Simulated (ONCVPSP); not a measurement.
**potassium (K), ONCV: configuration errors across variants**

| Item | Value |
| --- | --- |
| Element | K (Z = 19) |
| Generator | ONCVPSP 4.0.1 |
| Type | optimised norm-conserving Vanderbilt (ONCV) |
| Functional | revPBE |
| Relativity | scalar-relativistic |
| Frozen core | [Ne] |
| Valence charge | 9 |
| Reference configuration | 3s2 3p6 3d1 |
| Partial waves | 3s: rc 1.50 bohr, ncon 4, nbas 9, qcut 7.9 1/bohr, 1 projector; 3p: rc 1.55 bohr, ncon 5, nbas 9, qcut 7.6 1/bohr, 1 projector; 3d: rc 4.00 bohr, ncon 3, nbas 6, qcut 2 1/bohr, 2 projectors, debl 1.3 Ha |
| Local potential | polynomial inside 1.30 bohr (lpopt 1, dvloc0 0 Ha) |
| Core correction | Teter function, fcfact 3, rcfact 1.45 |

All-electron excitation energies from the reference (eV): (1) 3s2 3p6 3d0 4s1 -2.402; (2) 3s2 3p6 3d0 1.860; (3) 3s2 3p6 3d0 4s0.5 -0.794; (4) 3s2 3p6 3d0 4p1 -0.908.

Errors AE − PS in meV (a dash: test not solved or not reliable):

```tsv
change	(1)	(2)	(3)	(4)	bound ghosts	GHOST(+) flags above zero
base	-1.8	+15	+5.8	+4.9	none	d
s: rc 1.12; local potential polynomial inside 1.12 bohr (lpopt 1, dvloc0 0 Ha)	-1.5	+15	+6.0	+5.4	none	d
s: rc 1.28; local potential polynomial inside 1.28 bohr (lpopt 1, dvloc0 0 Ha)	-5.4	+15	+3.2	+5.0	none	d
s: rc 1.4	-4.2	+15	+4.1	+4.9	none	d
s: rc 1.8	+13	+15	+16	+4.9	none	d
s: rc 2	+28	+15	+27	+4.9	none	d
s: rc 2.18	+47	+15	+41	+4.9	none	d
```

**Question.** Give the same row for: s: rc 1.56.

**Answer.** +0.3, +15, +7.3, +4.9; bound ghosts: none; GHOST(+) flags above zero: d.
